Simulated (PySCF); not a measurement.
C₄H₁₂W, SMILES [CH3][W]([CH3])([CH3])[CH3] (connectivity only; charge and spin as stated), neutral, multiplicity 3. Atoms are numbered in the order given.

```xyz
17

W      0.0000     0.0000     0.0000
C      1.2135     1.2135    -1.2135
H      1.8667     1.8667    -0.6033
H      0.6033     1.8667    -1.8667
H      1.8667     0.6033    -1.8667
C     -1.2135     1.2135     1.2135
H     -1.8667     0.6033     1.8667
H     -1.8667     1.8667     0.6033
H     -0.6033     1.8667     1.8667
C     -1.2135    -1.2135    -1.2135
H     -1.8667    -1.8667    -0.6033
H     -0.6033    -1.8667    -1.8667
H     -1.8667    -0.6033    -1.8667
C      1.2135    -1.2135     1.2135
H      1.8667    -1.8667     0.6033
H      0.6033    -1.8667     1.8667
H      1.8667    -0.6033     1.8667
```
Charge 0, spin multiplicity 3.

Geometry: PBE0-D3(BJ)/def2-SVP. The spin state was assumed, not searched. The def2 effective core potentials stand for the cores of W; spin–orbit coupling is left out.

The numbers are results of TDA-PBE/def2-SVPD (PySCF), not measurements.

Vertical excitations; the highest root listed may be one member of a degenerate set. The molecule is in vacuum.

| state | energy (eV) | λ (nm) | f | main pairs |
|---|---|---|---|---|
| root 1 | 2.55 | 486 | 0.000 | α HOMO→LUMO, α HOMO−1→LUMO+1, α HOMO−1→LUMO, α HOMO→LUMO+2 (degenerate set) |
| root 2 | 2.55 | 486 | 0.000 | α HOMO→LUMO+1, α HOMO−1→LUMO, α HOMO−1→LUMO+1, α HOMO−1→LUMO+2 (degenerate set) |
| root 3 | 2.55 | 486 | 0.000 | α HOMO→LUMO+2, α HOMO−1→LUMO+1, α HOMO−1→LUMO+2 (degenerate set) |
| root 4 | 2.72 | 456 | 0.015 | α HOMO→LUMO, α HOMO→LUMO+1, α HOMO→LUMO+2, α HOMO−1→LUMO (degenerate set) |
| root 5 | 2.72 | 456 | 0.015 | α HOMO−1→LUMO+1, α HOMO→LUMO+1, α HOMO→LUMO+2, α HOMO→LUMO (degenerate set) |
| root 6 | 2.72 | 456 | 0.015 | α HOMO−1→LUMO+2, α HOMO−1→LUMO (degenerate set) |
Unrestricted roots are not spin-pure.
